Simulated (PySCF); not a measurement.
CoBr2 holds Co(II), d7, at total charge 0. The structure is a model geometry with rigid ligands and bond lengths from ionic radii, not a minimum; coordination linear, point group D∞h, metal–donor distances 2.37 Å.

Method (PySCF 2.14, density fitting): CASSCF(7,5) with orbitals averaged over all microstates of the shell, strongly contracted NEVPT2 on the averaged canonical orbitals; basis x2c-TZVPall on the metal, x2c-SVPall elsewhere; spin-free X2C; gas phase; spin-orbit coupling by state interaction with the mean-field operator over all roots.

CASSCF energies above the lowest CASSCF root:

```csv
state,CASSCF / cm⁻¹
4Φg,0
4Δg,912
4Πg,1423
4Σg-,1463
4Σg-,16847
2Δg,18372
2Πg,18386
2Σg+,18467
2Φg,18676
2Γg,19764
4Πg,20096
2Σg-,22589
2Πg,22878
2Δg,23804
2Πg,23946
2Φg,24957
2Δg,25674
2Σg-,25740
2Γg,26341
2Hg,27728
2Πg,27962
2Σg+,28365
```

Question: How does dynamic correlation (SC-NEVPT2) move these states?

Answer: 
```json
{"state": "4Φg", "NEVPT2 / cm⁻¹": "0", "shift / cm⁻¹": "0"}
{"state": "4Δg", "NEVPT2 / cm⁻¹": "833", "shift / cm⁻¹": "-79"}
{"state": "4Πg", "NEVPT2 / cm⁻¹": "1653", "shift / cm⁻¹": "+230"}
{"state": "4Σg-", "NEVPT2 / cm⁻¹": "1678", "shift / cm⁻¹": "+215"}
{"state": "4Σg-", "NEVPT2 / cm⁻¹": "13408", "shift / cm⁻¹": "-3439"}
{"state": "2Δg", "NEVPT2 / cm⁻¹": "17071", "shift / cm⁻¹": "-1301"}
{"state": "2Πg", "NEVPT2 / cm⁻¹": "16918", "shift / cm⁻¹": "-1467"}
{"state": "2Σg+", "NEVPT2 / cm⁻¹": "16943", "shift / cm⁻¹": "-1524"}
{"state": "2Φg", "NEVPT2 / cm⁻¹": "17569", "shift / cm⁻¹": "-1106"}
{"state": "2Γg", "NEVPT2 / cm⁻¹": "18714", "shift / cm⁻¹": "-1050"}
{"state": "4Πg", "NEVPT2 / cm⁻¹": "17831", "shift / cm⁻¹": "-2265"}
{"state": "2Σg-", "NEVPT2 / cm⁻¹": "20089", "shift / cm⁻¹": "-2500"}
{"state": "2Πg", "NEVPT2 / cm⁻¹": "20342", "shift / cm⁻¹": "-2536"}
{"state": "2Δg", "NEVPT2 / cm⁻¹": "21684", "shift / cm⁻¹": "-2120"}
{"state": "2Πg", "NEVPT2 / cm⁻¹": "19726", "shift / cm⁻¹": "-4220"}
{"state": "2Φg", "NEVPT2 / cm⁻¹": "23412", "shift / cm⁻¹": "-1545"}
{"state": "2Δg", "NEVPT2 / cm⁻¹": "22231", "shift / cm⁻¹": "-3443"}
{"state": "2Σg-", "NEVPT2 / cm⁻¹": "21945", "shift / cm⁻¹": "-3795"}
{"state": "2Γg", "NEVPT2 / cm⁻¹": "25424", "shift / cm⁻¹": "-918"}
{"state": "2Hg", "NEVPT2 / cm⁻¹": "27177", "shift / cm⁻¹": "-550"}
{"state": "2Πg", "NEVPT2 / cm⁻¹": "25196", "shift / cm⁻¹": "-2765"}
{"state": "2Σg+", "NEVPT2 / cm⁻¹": "25782", "shift / cm⁻¹": "-2583"}
```

Gaps between spin states lean to high spin in this active space.
